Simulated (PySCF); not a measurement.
Run record: geometry optimisation, `CC(C)(C)[SiH2]C#[C][GeH3]`.

Method: PBE0-D3(BJ)/def2-SVP geometry optimisation, gas phase (PySCF 2.14.0). Start geometry: GFN2-xTB. A driver script takes a list of jobs; this job's settings line and coordinates (Å) are shown.

Input:
```
{"job": {"xc": "PBE0", "basis": "def2-SVP", "d3": "d3bj", "grid": 1, "kind": "geom"}, "charge": 0, "multiplicity": 1}
C     -1.097928     1.507085    -0.091845
C     -1.346851     0.011427    -0.292710
C     -1.273413    -0.684382     1.067336
C     -2.745293    -0.186600    -0.879047
Si    -0.029419    -0.724604    -1.481929
C      1.625160    -0.441965    -0.697457
C      2.687170    -0.236452    -0.151503
Ge     4.342442     0.086321     0.705386
H     -1.835892     1.928763     0.591467
H     -1.166401     2.043965    -1.036179
H     -0.108447     1.680007     0.327833
H     -2.010210    -0.263224     1.751962
H     -1.473262    -1.750086     0.972210
H     -0.287111    -0.559709     1.511055
H     -2.838280     0.311411    -1.842747
H     -2.962415    -1.244088    -1.019539
H     -3.502035     0.226416    -0.211427
H     -0.065423    -0.031286    -2.775806
H     -0.236862    -2.169295    -1.643592
H      5.035968    -1.212719     0.943635
H      4.095409     0.766233     2.011218
H      5.182682     0.962168    -0.161918
```

Problem. Give the output.

Solution. 
```
step   0  E = -2602.32058193  max force = 0.025269
step   1  E = -2602.32510060  max force = 0.003837
step   2  E = -2602.32537555  max force = 0.001739
step   3  E = -2602.32539595  max force = 0.000717
step   4  E = -2602.32540370  max force = 0.000233
optimisation converged
```

Energies in Eh; «max force» is the largest Cartesian gradient component in Eh/bohr.

Problem. How much energy does the optimisation release, in eV?

Solution. E(step 0) − E(last step) = 0.004822 Eh, which is 0.131 eV.

Problem. Give the first gradient maximum in eV/Å.

Solution. With 1 Eh/bohr = 51.422 eV/Å, 1.299 eV/Å.

Summary of the converged run: final energy -2602.32540 Eh after 4 steps; dipole 0.82 D.

Problem. Give the final coordinates.

Solution. 0.048 Å rms from the input after alignment:
```
atom  x, y, z in Å
C1    -1.4023    0.8592   -0.6237
C2    -1.6506   -0.6401   -0.8067
C3    -1.5520   -1.3586    0.5412
C4    -3.0291   -0.8747   -1.4319
Si5   -0.3378   -1.3478   -1.9894
C6     1.3403   -1.0769   -1.2849
C7     2.4247   -0.8645   -0.7572
Ge8    4.1133   -0.5388    0.0538
H9    -2.1548    1.2897    0.0603
H10   -1.4720    1.4056   -1.5782
H11   -0.4078    1.0568   -0.1937
H12   -2.3029   -0.9561    1.2437
H13   -1.7370   -2.4405    0.4435
H14   -0.5598   -1.2262    1.0009
H15   -3.1286   -0.3734   -2.4084
H16   -3.2373   -1.9469   -1.5793
H17   -3.8201   -0.4733   -0.7742
H18   -0.4127   -0.6694   -3.3197
H19   -0.5439   -2.8162   -2.1816
H20    4.8237   -1.8813    0.2783
H21    3.8860    0.1691    1.3976
H22    4.9473    0.3528   -0.8771
```

On one thread of an x86-64 server, on a shared host, this took 2.3 min wall.
Labels such as C1 count atoms from 1, the log's own numbers from 0.
